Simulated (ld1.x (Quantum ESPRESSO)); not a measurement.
# Pseudopotential generation for iridium (Ir): ultrasoft, BP86, fully relativistic.

* Element: Ir
* Generator: ld1.x (Quantum ESPRESSO) 7.5
* Type: ultrasoft
* Functional: BP86
* Relativity: fully relativistic
* Frozen core: [Kr] 4d10
* Valence charge: 31
* Reference configuration: 4f14 5s2 5p6 5d7 6s1.5 6p0 (charge +0.5)
* Partial waves: 5s (bound): rcut 1.25, rcutus 1.30 bohr; 6s (bound): rcut 1.25, rcutus 1.30 bohr; 5p (bound): rcut 1.65, rcutus 2.00 bohr; 6p (bound, empty): rcut 1.65, rcutus 2.00 bohr; 5d (bound): rcut 1.45, rcutus 1.80 bohr; 5d channel at 0.05 Ry: rcut 1.45, rcutus 1.80 bohr; 4f (bound): rcut 0.65, rcutus 0.85 bohr; 4f channel at -2.45 Ry: rcut 0.65, rcutus 0.85 bohr
* Local potential: all-electron potential smoothed inside 1.54 bohr (lloc = -2)
* Core correction: Bessel-smoothed model core, default radius (core density twice the valence density)
* Augmentation charge: PSQ, radius 0.65 bohr

Open shells are filled in proportion to 2j + 1 (rel_dist='average').

All-electron outer shells of the reference configuration (BP86, scalar-relativistic, ld1.x):

| shell | level (eV) | outermost node (bohr) | outermost maximum (bohr) |
| --- | --- | --- | --- |
| 4p | -501.05 | 0.23 | 0.42 |
| 4d | -295.15 | 0.21 | 0.42 |
| 5s | -102.19 | 0.50 | 0.89 |
| 4f | -66.37 | – | 0.39 |
| 5p | -58.88 | 0.54 | 1.01 |
| 5d | -11.25 | 0.59 | 1.29 |
| 6s | -10.04 | 1.17 | 2.35 |
| 6p | -4.15 | 1.39 | 3.18 |

Calculated quality:

| Item | Value |
| --- | --- |
| Configuration tests | test run stopped at test 7 of 7 (negative rho) |
| Lowest eigenvalue of the overlap operator | 0.02 (p3/2 channel) |
| Density cutoff estimated by the generator | 1319 Ry |

A Bessel basis up to 400 Ry misses an occupied level by 0.02 Ry, so cutoffs and ghosts were not judged.

Generation and tests took about 4 s on one core of a shared server CPU.
